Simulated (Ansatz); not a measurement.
Steps of a relaxation of C4H3F7 (`FC(F)C(F)(F)CC(F)(F)F`) with RKS PBE0-D4/def2-TZVP.

```sh
$ ansatz run in.yaml --threads 4 --pin off --events-out ev --progress --plain --max-ram 66560MiB --backend cuda --devices 0, --max-vram 37GiB
```

```yaml
crystal:
  periodic: [false, false, false]
  atoms:
    - {symbol: F, position_ang: [-0.032856, -0.369569, 2.229315]}
    - {symbol: C, position_ang: [0.385762, 0.700609, 1.491997]}
    - {symbol: F, position_ang: [0.251335, 1.825150, 2.234064]}
    - {symbol: C, position_ang: [-0.510403, 0.819258, 0.235792]}
    - {symbol: F, position_ang: [0.020342, 1.807323, -0.547203]}
    - {symbol: F, position_ang: [-1.751067, 1.225968, 0.639479]}
    - {symbol: C, position_ang: [-0.689886, -0.465615, -0.568140]}
    - {symbol: C, position_ang: [0.549392, -1.014569, -1.253706]}
    - {symbol: F, position_ang: [1.544824, -1.270068, -0.360123]}
    - {symbol: F, position_ang: [0.258388, -2.177853, -1.874166]}
    - {symbol: F, position_ang: [1.044395, -0.165893, -2.175851]}
    - {symbol: H, position_ang: [1.454145, 0.562080, 1.217458]}
    - {symbol: H, position_ang: [-1.449335, -0.259773, -1.347169]}
    - {symbol: H, position_ang: [-1.087836, -1.246247, 0.107054]}
basis:
  gaussian: {orbitals: def2-TZVP}
hamiltonian: {xc: pbe0, dispersion: d4}
relax: {f_tol: 0.005, max_steps: 150}
```

Positions (Å) and forces (eV/Å) along the path, 9 of 10 steps:

```xyz
14
step=1 energy=-23202.8999 eV
F    -0.033   -0.370    2.229    0.191    0.581   -0.296
C     0.386    0.701    1.492    0.179   -0.022    0.039
F     0.251    1.825    2.234    0.063   -0.567   -0.281
C    -0.510    0.819    0.236   -0.071    0.254   -0.042
F     0.020    1.807   -0.547   -0.337   -0.442    0.458
F    -1.751    1.226    0.639    0.628   -0.194   -0.266
C    -0.690   -0.466   -0.568   -0.352   -0.113   -0.031
C     0.549   -1.015   -1.254    0.318   -0.051   -0.030
F     1.545   -1.270   -0.360   -0.561    0.117   -0.618
F     0.258   -2.178   -1.874    0.201    0.678    0.339
F     1.044   -0.166   -2.176   -0.229   -0.586    0.499
H     1.454    0.562    1.217   -0.621    0.092    0.215
H    -1.449   -0.260   -1.347    0.383   -0.098    0.346
H    -1.088   -1.246    0.107    0.210    0.353   -0.332
14
step=2 energy=-23202.9550 eV
F    -0.027   -0.359    2.225    0.069    0.217   -0.117
C     0.387    0.701    1.486    0.013   -0.058    0.082
F     0.253    1.817    2.225    0.015   -0.194   -0.126
C    -0.507    0.813    0.237   -0.075    0.178   -0.050
F     0.011    1.803   -0.536   -0.129   -0.187    0.176
F    -1.742    1.211    0.636    0.244   -0.077   -0.074
C    -0.689   -0.463   -0.569   -0.043   -0.017    0.009
C     0.546   -1.011   -1.248    0.223   -0.077   -0.028
F     1.536   -1.271   -0.366   -0.262    0.072   -0.246
F     0.252   -2.166   -1.864    0.052    0.237    0.121
F     1.043   -0.177   -2.169   -0.104   -0.207    0.206
H     1.443    0.566    1.221   -0.179    0.028    0.039
H    -1.435   -0.256   -1.344    0.117   -0.016    0.104
H    -1.083   -1.239    0.095    0.059    0.102   -0.095
14
step=3 energy=-23202.9634 eV
F    -0.025   -0.355    2.220    0.003    0.011   -0.005
C     0.386    0.698    1.480   -0.018   -0.019    0.017
F     0.255    1.812    2.217    0.007    0.021    0.012
C    -0.509    0.813    0.237    0.009    0.010    0.000
F     0.001    1.805   -0.528   -0.010    0.000    0.001
F    -1.740    1.203    0.640    0.002   -0.016   -0.001
C    -0.684   -0.459   -0.568   -0.015    0.006   -0.007
C     0.547   -1.011   -1.244    0.033   -0.004    0.024
F     1.530   -1.271   -0.367   -0.001   -0.006   -0.004
F     0.249   -2.161   -1.856   -0.013   -0.007   -0.002
F     1.045   -0.184   -2.162    0.008    0.013   -0.016
H     1.435    0.564    1.213    0.016   -0.003   -0.007
H    -1.423   -0.250   -1.342   -0.010   -0.002   -0.014
H    -1.080   -1.233    0.089   -0.011   -0.004    0.003
14
step=4 energy=-23202.9636 eV
F    -0.024   -0.353    2.222   -0.002    0.004    0.000
C     0.386    0.699    1.481    0.002   -0.012    0.002
F     0.258    1.814    2.216    0.002    0.007   -0.002
C    -0.510    0.813    0.238    0.000    0.004   -0.002
F    -0.003    1.806   -0.527   -0.002    0.005   -0.002
F    -1.741    1.199    0.642   -0.011   -0.005    0.008
C    -0.684   -0.459   -0.569    0.004    0.004    0.000
C     0.548   -1.011   -1.244    0.009   -0.005    0.012
F     1.530   -1.274   -0.366   -0.003   -0.001   -0.002
F     0.248   -2.160   -1.856   -0.006   -0.008   -0.006
F     1.047   -0.184   -2.161    0.005    0.007   -0.003
H     1.436    0.564    1.211    0.005    0.000   -0.002
H    -1.422   -0.249   -1.345    0.001    0.001   -0.004
H    -1.083   -1.233    0.087   -0.005   -0.002    0.001
14
step=5 energy=-23202.9639 eV
F    -0.020   -0.350    2.223   -0.004   -0.006    0.004
C     0.388    0.700    1.479    0.010    0.007   -0.012
F     0.264    1.816    2.213    0.000   -0.003   -0.007
C    -0.513    0.813    0.239   -0.001   -0.007    0.001
F    -0.013    1.810   -0.525   -0.001    0.004   -0.002
F    -1.744    1.191    0.648   -0.004    0.001    0.007
C    -0.685   -0.458   -0.571    0.010    0.001    0.001
C     0.550   -1.012   -1.241   -0.018   -0.001   -0.004
F     1.527   -1.281   -0.361   -0.001   -0.001    0.002
F     0.247   -2.159   -1.858    0.004    0.001   -0.003
F     1.056   -0.185   -2.155    0.002   -0.001    0.009
H     1.437    0.564    1.205   -0.007    0.001    0.003
H    -1.419   -0.246   -1.350    0.007    0.002    0.003
H    -1.089   -1.232    0.081    0.003    0.002    0.000
14
step=6 energy=-23202.9642 eV
F    -0.012   -0.345    2.224    0.000   -0.002   -0.003
C     0.392    0.702    1.474   -0.005    0.007    0.002
F     0.270    1.821    2.206    0.003    0.000   -0.001
C    -0.517    0.812    0.240    0.001    0.001    0.002
F    -0.029    1.814   -0.525    0.000   -0.002   -0.002
F    -1.749    1.182    0.657    0.005   -0.003    0.001
C    -0.685   -0.458   -0.572   -0.001   -0.001   -0.003
C     0.551   -1.014   -1.237    0.002    0.002   -0.006
F     1.518   -1.301   -0.351   -0.004   -0.002    0.003
F     0.244   -2.151   -1.871    0.002    0.001    0.002
F     1.072   -0.180   -2.137   -0.002    0.004    0.007
H     1.439    0.566    1.196    0.002   -0.001   -0.002
H    -1.415   -0.244   -1.354    0.000   -0.001   -0.001
H    -1.092   -1.232    0.078   -0.004   -0.002    0.003
14
step=8 energy=-23202.9644 eV
F     0.006   -0.339    2.222    0.002    0.002   -0.002
C     0.399    0.707    1.464   -0.002   -0.001    0.001
F     0.283    1.828    2.194   -0.001   -0.005   -0.002
C    -0.524    0.810    0.241   -0.003    0.006    0.001
F    -0.056    1.819   -0.527   -0.001   -0.004    0.002
F    -1.756    1.166    0.673    0.008   -0.002   -0.004
C    -0.689   -0.458   -0.574   -0.003   -0.003    0.001
C     0.552   -1.017   -1.228    0.011   -0.001   -0.004
F     1.497   -1.337   -0.330   -0.010    0.002   -0.007
F     0.243   -2.135   -1.892    0.004    0.010    0.006
F     1.103   -0.170   -2.098   -0.005   -0.007    0.008
H     1.443    0.572    1.175   -0.001    0.001   -0.001
H    -1.411   -0.241   -1.362    0.001    0.000    0.002
H    -1.104   -1.233    0.071    0.000    0.001    0.000
14
step=9 energy=-23202.9645 eV
F     0.009   -0.342    2.219    0.001    0.001    0.000
C     0.399    0.707    1.463    0.002   -0.001    0.000
F     0.281    1.827    2.195    0.001    0.000    0.002
C    -0.524    0.810    0.241    0.000   -0.007    0.000
F    -0.056    1.819   -0.528    0.000    0.001    0.000
F    -1.755    1.166    0.673   -0.005    0.004    0.000
C    -0.689   -0.458   -0.574    0.000    0.002    0.001
C     0.552   -1.017   -1.227   -0.007    0.001    0.003
F     1.495   -1.339   -0.328    0.002    0.000    0.000
F     0.243   -2.134   -1.893    0.002   -0.003   -0.003
F     1.105   -0.170   -2.094    0.003    0.000   -0.002
H     1.444    0.576    1.173    0.000    0.000    0.000
H    -1.411   -0.241   -1.362    0.001    0.000   -0.001
H    -1.105   -1.233    0.072    0.000    0.001    0.001
14
step=10 energy=-23202.9645 eV
F     0.012   -0.342    2.218    0.000   -0.001    0.001
C     0.400    0.708    1.462    0.000    0.000    0.001
F     0.282    1.826    2.194    0.000    0.000    0.001
C    -0.525    0.810    0.241    0.001   -0.001    0.000
F    -0.059    1.819   -0.528    0.000    0.002   -0.001
F    -1.756    1.165    0.674    0.001   -0.001   -0.001
C    -0.690   -0.458   -0.574   -0.001    0.000    0.000
C     0.552   -1.018   -1.226   -0.001   -0.001    0.001
F     1.493   -1.342   -0.325    0.001    0.000    0.001
F     0.243   -2.133   -1.895   -0.001    0.000    0.000
F     1.108   -0.169   -2.090    0.000    0.001   -0.001
H     1.444    0.577    1.170    0.000    0.000   -0.001
H    -1.411   -0.241   -1.363    0.000    0.000    0.000
H    -1.106   -1.232    0.071    0.000    0.000    0.000
```

Run time 54 s (4 threads of an AMD EPYC 7R13 on a shared host and a share of an NVIDIA H100 80 GB); peak host memory 1 GiB.
